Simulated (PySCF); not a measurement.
**Functional benchmark on one molecule**

Molecule: `O=S(C(C)C)(=O)O`, C3H8O3S.

Structure with atom numbers: `[CH3:1][CH:2]([CH3:3])[S:4](=[O:5])(=[O:6])[OH:7]`; H(Xn) means a hydrogen on atom n.

Geometry PBE0-D3(BJ)/def2-SVP throughout; GIAO in PySCF, gas phase, one conformer, non-relativistic; equivalent atoms averaged; basis pcSseg-1.

Reference values (measured; solution, not stated per compound (mostly CDCl3 or CCl4); Pretsch, Buehlmann, Badertscher, Structure Determination of Organic Compounds, 4th ed. (2009)): δ(C2) = 52.9 ppm, δ(C1/C3) = 16.8 ppm. Computed shifts are taken against TMS, calculated as an isolated molecule at each level.

**Question.** How do the functionals HF, LDA, BLYP, OPBE, B97-D, PBE0, mPW1PW91, WP04, B97-2, wB97X-D perform against the reference? Times are CPU seconds on shared hosts with different chips, so compare them loosely; the GGAs took longer than the global hybrids here, which isn't the general rule, and the cause wasn't traced.

**Answer.** 
```csv
functional,kind,C2,C1/C3,mean abs. error C,core-s
HF,Hartree–Fock,52.9,15.2,0.8,16
LDA,LDA,67.7,17.4,7.7,35
BLYP,GGA,66.6,18.7,7.8,31
OPBE,GGA,59.8,17.3,3.7,51
B97-D,GGA,64.0,18.4,6.3,47
PBE0,global hybrid,61.4,17.1,4.4,20
mPW1PW91,global hybrid,61.6,17.1,4.5,19
WP04,global hybrid,66.8,18.7,7.9,29
B97-2,global hybrid,61.0,17.4,4.3,29
wB97X-D,range-separated hybrid,61.7,17.3,4.7,24
```

For 13C the closest is HF (0.8 ppm) and the furthest WP04 (7.9 ppm). One molecule is a small sample, and vibrational and solvent effects are absent from the calculation.
